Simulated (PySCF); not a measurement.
Gas-phase reaction: SnH2F2 + HF = SnH3F + 2 F

Energies from PySCF (xtb for GFN2), thermal terms from the rigid-rotor harmonic-oscillator model, ideal gas at 1 bar. † marks an energy on the PBE0/def2-TZVP geometry and frequencies; other levels use their own. MP2 freezes the core. Open shells (unrestricted): F (multiplicity 2); the rest are closed-shell singlets. GFN2 has no spin-polarisation term. Spin-orbit splitting is ignored; it lowers the true energy and changes the entropy of F. Sn: scalar-relativistic def2 core potential, no spin-orbit coupling. SnH2F2, SnH3F: computed as isolated molecules; such fragments, hydroxides, amides, oligomers or adducts are transient or little studied in the gas. MP2 isn't extrapolated to the basis-set limit.

| level | ΔH°(298 K), kJ |
|---|---|
| BLYP/def2-TZVP† | [?] |
| GFN2-xTB | [?] |
| HF/def2-TZVP† | 473 |
| MP2/def2-TZVPP† | 782 |
| PBE/def2-SVP | [?] |
| PBE0/def2-SVP† | 690 |
| PBE0/def2-TZVP | 718 |
| r2SCAN/def2-TZVP† | [?] |

Problem. What belongs in the gaps?

Solution. 
- BLYP/def2-TZVP†, ΔH°(298 K), kJ: 747
- GFN2-xTB, ΔH°(298 K), kJ: 617
- PBE/def2-SVP, ΔH°(298 K), kJ: 743
- r2SCAN/def2-TZVP†, ΔH°(298 K), kJ: 733
